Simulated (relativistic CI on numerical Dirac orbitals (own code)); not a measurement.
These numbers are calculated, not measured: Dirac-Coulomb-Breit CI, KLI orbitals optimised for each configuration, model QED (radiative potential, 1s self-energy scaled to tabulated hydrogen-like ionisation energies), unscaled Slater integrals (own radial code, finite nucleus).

The strongest absorption lines from the ground level of an ion, among the configurations computed and to levels below about 445 eV (vacuum wavelength in nm, gf): 3.1916 (0.066), 4.1410 (0.065), 4.3411 (0.21), 4.3441 (0.62), 4.3935 (0.95), 4.4146 (0.22), 4.5272 (0.82), 4.8428 (0.13).

Task: Which ion is it?
A. Pr XXXIX
B. Pr XXXVII
C. Tb XLIII
D. Sm XL

Result: B. Pr XXXVII has 23 electrons and the ground level 3s²3p⁶3d⁵ ⁶S5/2; the strongest line goes to 3s²3p⁵3d⁶ ⁶P°5/2. The pattern of lines fixes the number of electrons, and along that sequence the line energies rise steadily with the charge (about as its square where n changes within one kind of shell, about linearly where n is kept but much faster in heavy ions where fine structure, which grows about as Z⁴, sets the gap, and irregularly where shells cross), which fixes Z. Configurations outside the model, such as inner-shell arrays, can give stronger lines. At this charge energies of transitions that change n are usually good to better than 1 %, and those within a shell (Δn = 0) to a few per cent. Terms inside the open d or f shell come out 10 to 20 % too wide with unscaled integrals.

LS names give the leading component of a level, which can be under half, so a name can repeat, a term be missing and a line seem to break the LS rules.
